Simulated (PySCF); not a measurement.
Match the calculated data to a structure.

All candidates are C6H8N2.

* UV, strongest line: among the 8 lowest singlet transitions: S5 at 6.64 eV (187 nm, f = 0.136) [TDDFT B3LYP/def2-SVPD]
* UV, first state: lowest singlet excitation: 5.65 eV (219 nm, f = 0.059) [TDDFT B3LYP/def2-SVPD]
* Rotational structure: rotational constants A, B, C: 5.854, 1.287, 1.124 GHz [GFN2-xTB]
* Dipole: 2.60 D [B3LYP/def2-SVPD]
* Polarisability: 83.4 au [B3LYP/def2-SVPD]
* Triplet: lowest triplet excitation (Tamm–Dancoff): 4.55 eV [TDA B3LYP/def2-SVPD]

Electronic properties: PySCF, gas phase, density fitting. Levels stand in brackets. One conformer (not necessarily the lowest) at the GFN2-xTB geometry, without solvent, vibrations or thermal averaging.

**Question.** Which candidate is it?
A. `CC(CC#N)CC#N`
B. `C=CCc1ccn[nH]1`
C. `N#CC[C@H]1CC=NC1`

**Answer.** B. It is `C=CCc1ccn[nH]1`. Numbering: `[CH2:1]=[CH:2][CH2:3][c:4]1[cH:5][cH:6][n:7][nH:8]1`. Its formula, C6H8N2, gives 4 degrees of unsaturation: 1 ring and 3 π bonds in the structure found (Kekulé form). S1 is mainly HOMO→LUMO (weight 0.95); the largest Löwdin shares of the orbital it empties are 0.28 on the pyridine-type nitrogen, 0.25 on the substituted aromatic carbon, 0.18 on the aromatic CH carbon and 0.09 on the aromatic CH next to a ring nitrogen, of the orbital it fills 0.32 on the alkene CH carbon, 0.30 on the terminal =CH2 carbon, 0.06 on a vinylic hydrogen and 0.06 on the benzylic-type carbon. The optimised geometry has point group C1 and is an asymmetric top.

The others, at the same levels:
- `CC(CC#N)CC#N` fails: its computed lowest singlet excitation is 7.75 eV (160 nm, f = 0.000) (against 5.65 eV), lowest triplet excitation (Tamm–Dancoff) is 6.52 eV (against 4.55 eV) and strongest line among the 8 lowest singlet transitions is S8 at 8.44 eV (147 nm, f = 0.011) (against S5 at 6.64 eV).
- `N#CC[C@H]1CC=NC1` fails: its computed lowest singlet excitation is 5.37 eV (231 nm, f = 0.002) (against 5.65 eV), strongest line among the 8 lowest singlet transitions is S5 at 7.36 eV (169 nm, f = 0.102) (against S5 at 6.64 eV) and static isotropic polarisability is 76.2 au (against 83.4 au).

Each candidate is one conformer, not necessarily the lowest. Dipoles, sizes and rotational constants follow the conformer. The torsions of the flexible species, by atom-mapped SMILES:
- `[CH2:1]=[CH:2][CH2:3][c:4]1[cH:5][cH:6][n:7][nH:8]1`: C1–C2–C3–C4 -119°, C2–C3–C4–C5 -122°
- `[CH3:1][CH:2]([CH2:3][C:4]#[N:5])[CH2:6][C:7]#[N:8]`: C1–C2–C3–C4 61°, C1–C2–C6–C7 174°

The conformers of `N#CC[C@H]1CC=NC1` aren't listed.
